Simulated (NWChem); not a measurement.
# InP2H5; SMILES [PH2][InH][PH2]

```xyz
8

In    -0.4896     0.0225     0.0854
H     -2.2186    -0.0685     0.1886
P      0.8748    -2.0798    -0.1456
H      0.1819    -2.7453     0.9132
H      1.9282    -1.6101     0.6981
P      0.6471     2.2538    -0.1666
H      1.7436     1.9050     0.6807
H     -0.1120     2.8530     0.8865
```
Atoms are numbered in this order, from 1.

Level: PBE0/def2-SVP with def2 effective core potentials on In (NWChem), optimised geometry, unscaled harmonic frequencies. def2 effective core potentials on In; no spin-orbit coupling.

```csv
frequency (cm⁻¹),IR intensity (km/mol)
72,5.0
112,3.4
118,4.4
283,3.8
313,37.2
333,38.9
440,108.5
509,0.3
579,1.2
635,50.9
642,1.0
1085,17.5
1093,25.2
1779,261.3
2400,13.3
2401,51.4
2418,19.5
2420,70.1
```

```
Property                                                                            Value
-----------------------------------------------------------------------  ----------------
zero-point energy                                                           25.2 kcal/mol
thermal correction to the enthalpy at 298.15 K (with zero-point energy)     30.3 kcal/mol
heat capacity Cv                                                         23.0 cal/(mol K)
entropy at 298.15 K and 1 atm (symmetry number 1)                        86.5 cal/(mol K)
```

Rigid rotor and harmonic oscillator; modes under 100 cm⁻¹ make the entropy uncertain.
